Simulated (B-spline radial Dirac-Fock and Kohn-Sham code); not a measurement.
**Kohn-Sham estimates against Dirac-Fock for the levels of Nb²⁶⁺**

System: Nb²⁶⁺, 1s2 2s2 2p6 3s2 3p3.

The density-functional columns are spherical, spin-unpolarised Dirac-Kohn-Sham results without Breit or QED terms: −ε is minus the orbital energy of the initial state and ΔSCF the difference of two total energies. The reference in the last column comes from relaxed Dirac-Fock hole states (ΔSCF) with Breit and QED corrections and a finite nucleus. All numbers are from a radial atomic solver, in eV; a selection of levels is shown. The Kohn-Sham columns are given as differences from the reference. For the 1s level of heavy atoms much of the gap between ΔSCF and the reference is the Breit and QED part, -50.7 eV here; for other levels the error of the functional can be larger.

```tsv
level	LDA −ε − DF	LDA ΔSCF − DF	Dirac-Fock
K (1s)	-250.5	+45.0	20265.0
L1 (2s)	-104.2	-33.6	3928.4
L3 (2p3/2)	-79.3	+1.3	3603.6
M1 (3s)	-30.3	-1.0	1449.8
M2,3 (3p)	-27.3	+3.0	1361.1
```

Values without a named source are computed, but for edge energies of neutral atoms, which are taken from tables.
